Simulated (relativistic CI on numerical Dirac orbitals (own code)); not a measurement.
One change at a time: Si XIII

Base calculation: Dirac-Coulomb-Breit CI, KLI orbitals optimised for each configuration, QED by a radiative potential, unscaled Slater integrals.

Configurations in the expansion: 1s2, 1s 2s, 1s 2p, 1s 3s, 1s 3p, 1s 3d, 1s 4s, 1s 4p, 1s 4d, 1s 4f, 1s 5s, 1s 5p, 1s 5d, 1s 5f, 1s 5g, 1s 6s, 1s 6p, 1s 6d. Levels of other configurations are missing.

Variants: (1) configuration mixing switched off; (2) QED terms removed. Shifts of the energy above 1s2 1S_0, in eV, for the lowest level and the first level of each name with at least 55 % of one term (blank where a level changes its place among those of its configuration and J or its character, or is not in the variant):

```
      Level     Base   Δ(1)   Δ(2)
   1s2 1S_0     0.00   0.00   0.00
 1s 2s 3S_1  1838.22  +0.02  +0.38
1s 2p 3P°_0  1852.38   0.00  +0.44
1s 2p 3P°_1  1852.60  +0.01  +0.44
1s 2p 3P°_2  1853.49  +0.01  +0.43
 1s 2s 1S_0  1853.52  +0.16  +0.38
1s 2p 1P°_1  1864.26  +0.10  +0.43
 1s 3s 3S_1  2174.25  -0.01  +0.42
1s 3p 3P°_0  2178.14   0.00  +0.43
1s 3p 3P°_1  2178.21   0.00  +0.43
 1s 3s 1S_0  2178.37  -0.05  +0.42
1s 3p 3P°_2  2178.47   0.00  +0.43
 1s 3d 3D_1  2180.58   0.00  +0.43
 1s 3d 3D_2  2180.59   0.00  +0.43
```

At this charge energies of transitions that change n are usually good to better than 1 %, and those within a shell (Δn = 0) to a few per cent.

Ionisation energy from the two ground configurations alone: base 2436.32 eV. The NIST ASD value (theoretical) is 2437.66 eV.

LS names give the leading component of a level, which can be under half, so a name can repeat, a term be missing and a line seem to break the LS rules.
